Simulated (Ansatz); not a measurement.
`[SiH]Br` + `[SiH3]N[SiH3]` → `[SiH]N([SiH3])[SiH3]` + HBr at 400 K and 1 bar (ligand exchange at the Si–Br bond).

Gas-phase electronic energies from Ansatz, PBE0-D4/def2-TZVP geometries. CCSD(T)/CBS adds triple-zeta CCSD(T) − MP2 to the extrapolated MP2 energy (def2 sets, frozen cores). This one scheme is used for every species. For Br outer-core shells are correlated without core-valence functions, which leaves a few kJ/mol of doubt a bond. Scalar relativity is left out up to krypton.

```tsv
species	CCSD(T)/CBS energy (Eh)	H − E (kJ/mol)	S (J/(mol·K))
`[SiH]Br`	-2862.97869	34.6	275.9
`[SiH3]N[SiH3]`	-637.10515	203.4	366.7
`[SiH]N([SiH3])[SiH3]`	-926.15926	204.2	387.8
HBr	-2573.91920	27.6	207.2
```

H − E and S are ideal-gas, rigid-rotor, harmonic terms from PBE0-D4/def2-TZVP. 1 Eh = 2625.50 kJ/mol, R = 8.31446 J/(mol·K).

**Question.** By hand: ΔE, ΔH, ΔS and ΔG.

**Answer.** ΔE = (-926.15926) + (-2573.91920) − (-2862.97869) − (-637.10515) = 0.00538 Eh = 14.1 kJ/mol. Δ(H − E) = 204.2 + 27.6 − 34.6 − 203.4 = -6.2, so ΔH = 7.9 kJ/mol. ΔS = 387.8 + 207.2 − 275.9 − 366.7 = -47.6 J/(mol·K). ΔG = 7.9 − 400 × (-47.6)/1000 = 26.9 kJ/mol.

**Question.** By hand: the equilibrium constant, and the temperature at which ΔG would vanish if ΔH and ΔS stayed fixed.

**Answer.** log₁₀ K = −ΔG/(RT ln 10) = -3.5. ΔH and −TΔS have one sign here, so there is no such temperature.

TΔS isn't small against ΔH here. A doubt of 5 kJ/mol in ΔE shifts log₁₀ K by 0.7 here. Modes under 60 cm⁻¹, often nearly free rotors, make the harmonic entropy too high. These are equilibria of isolated gas molecules and say nothing of rates. Largest T1 diagnostic: 0.014 (customary marks: 0.02 for closed shells, 0.045 for open ones).
